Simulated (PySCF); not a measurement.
Sb(Br)(Me)2 (C2H6BrSb), SMILES [Sb]([CH3])([CH3])[Br]. Coordinates come from a PBE-D3(BJ)/def2-SVP optimisation. The structure was generated by enumeration; whether it is a known compound was not checked. The def2 effective core potentials stand for the cores of Sb; spin–orbit coupling is left out.

Question: Give the equilibrium geometry at PBE-D3(BJ)/def2-SVP (PySCF confirms it by a frequency run) as bond lengths and angles, and its point group. (An estimate is asked for; the answer gives what the named calculation found.)

Answer: point group Cs.
Atoms: Sb1 Br2 C3 H4 H5 H6 C7 H8 H9 H10. Bond lengths (Å): Sb1–Br2 2.571, Sb1–C3 2.190, Sb1–C7 2.190, C3–H4 1.106, C3–H5 1.109, C3–H6 1.106, C7–H8 1.106, C7–H9 1.106, C7–H10 1.109. Angles (°): Br2–Sb1–C3 94.9, Br2–Sb1–C7 94.9, C3–Sb1–C7 93.3, Sb1–C3–H4 109.6, Sb1–C3–H5 108.8, Sb1–C3–H6 109.3, H4–C3–H5 109.4, H4–C3–H6 109.8, H5–C3–H6 110.0, Sb1–C7–H8 109.6, Sb1–C7–H9 109.3, Sb1–C7–H10 108.8, H8–C7–H9 109.8, H8–C7–H10 109.4, H9–C7–H10 110.0.
Charge 0, spin multiplicity 1.
